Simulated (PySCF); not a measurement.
## Ca⁺ (calcium, charge +1) across methods

[Ar] 3d1, 2D determinant (an excited configuration). All numbers are calculated (PySCF 2.14, scalar relativity by spin-free X2C-1e, in aug-cc-pVTZ-X2C (7s6p4d2f, 59 functions)). The B2PLYP total includes its PT2 part (frozen core); its orbital energies are those of the SCF part.

| method | E (hartree) | mean ε 3p α (eV) | mean ε 3p β (eV) | mean ε 3d α (eV) | Σ⟨r²⟩ (bohr²) | ⟨S²⟩ |
| --- | --- | --- | --- | --- | --- | --- |
| BHandHLYP | -680.195 | -35.931 | -35.093 | -8.207 | 23.29 | 0.750 |
| UHF | -679.37082 | -39.809 | -38.615 | -9.582 | 23.55 | 0.751 |
| PBE0 | -680.012 | -33.740 | -33.042 | -7.282 | 23.46 | 0.750 |
| r2SCAN | -680.152 | -32.125 | -31.484 | -6.379 | 23.51 | 0.751 |
| PBE | -679.970 | -31.447 | -30.912 | -6.342 | 23.84 | 0.750 |
| LDA | -678.312 | -31.480 | -30.960 | -6.277 | 23.72 | 0.750 |
| HSE06 | -680.034 | -33.325 | -32.636 | -6.899 | 23.49 | 0.750 |
| PW91 | -680.194 | -31.509 | -30.972 | -6.388 | 23.76 | 0.750 |

Problem. Estimate the same row for B2PLYP.

Solution. E (hartree) = -679.974; mean ε 3p α (eV) = -36.011; mean ε 3p β (eV) = -35.142; mean ε 3d α (eV) = -8.177; Σ⟨r²⟩ (bohr²) = 23.49; ⟨S²⟩ = 0.750.
